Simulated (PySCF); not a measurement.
ethylene glycol (C2H6O2), SMILES OCCO. Atoms are numbered in the order given.

```xyz
10

O      1.3353    -0.5231    -0.0194
C      0.6145     0.6581    -0.2879
C     -0.8342     0.2474    -0.4290
O     -1.2816    -0.3992     0.7251
H      2.2080    -0.2917     0.3097
H      0.7028     1.3804     0.5463
H      0.9638     1.1578    -1.2131
H     -1.4615     1.1381    -0.5934
H     -0.9329    -0.3957    -1.3284
H     -0.5920    -1.0431     0.9347
```
Charge 0, spin multiplicity 1.

Geometry optimised at PBE0-D3(BJ)/def2-SVP. The values are those of a single conformer.

Calculation: TDA-PBE/def2-SVPD (PySCF 2.14.0).

Vertical excitations. Isolated molecule, no solvent.

Task: Give excitation energies, oscillator strengths and character. (An estimate is asked for; the answer gives what the named calculation found.)

Result: 
```json
[
 {"state": "S1", "energy (eV)": "5.76", "λ (nm)": "215", "f": "0.013", "main pairs": "HOMO→LUMO 100 %"},
 {"state": "S2", "energy (eV)": "6.39", "λ (nm)": "194", "f": "0.002", "main pairs": "HOMO−1→LUMO 100 %"},
 {"state": "S3", "energy (eV)": "6.73", "λ (nm)": "184", "f": "0.015", "main pairs": "HOMO→LUMO+1 99 %"},
 {"state": "S4", "energy (eV)": "7.04", "λ (nm)": "176", "f": "0.003", "main pairs": "HOMO→LUMO+2 99 %"},
 {"state": "S5", "energy (eV)": "7.32", "λ (nm)": "169", "f": "0.019", "main pairs": "HOMO−1→LUMO+1 97 %"},
 {"state": "S6", "energy (eV)": "7.45", "λ (nm)": "166", "f": "0.005", "main pairs": "HOMO−2→LUMO 94 %"},
 {"state": "S7", "energy (eV)": "7.49", "λ (nm)": "166", "f": "0.072", "main pairs": "HOMO→LUMO+3 93 %"},
 {"state": "S8", "energy (eV)": "7.59", "λ (nm)": "163", "f": "0.011", "main pairs": "HOMO−1→LUMO+2 99 %"},
 {"state": "S9", "energy (eV)": "7.92", "λ (nm)": "156", "f": "0.014", "main pairs": "HOMO→LUMO+4 99 %"},
 {"state": "S10", "energy (eV)": "8.07", "λ (nm)": "154", "f": "0.037", "main pairs": "HOMO−1→LUMO+3 97 %"},
 {"state": "T1", "energy (eV)": "5.65", "λ (nm)": "220", "f": "0", "main pairs": "HOMO→LUMO 100 %"},
 {"state": "T2", "energy (eV)": "6.11", "λ (nm)": "203", "f": "0", "main pairs": "HOMO−1→LUMO 100 %"},
 {"state": "T3", "energy (eV)": "6.60", "λ (nm)": "188", "f": "0", "main pairs": "HOMO→LUMO+1 99 %"},
 {"state": "T4", "energy (eV)": "6.81", "λ (nm)": "182", "f": "0", "main pairs": "HOMO→LUMO+2 99 %"}
]
```
Triplets are in the Tamm–Dancoff approximation.
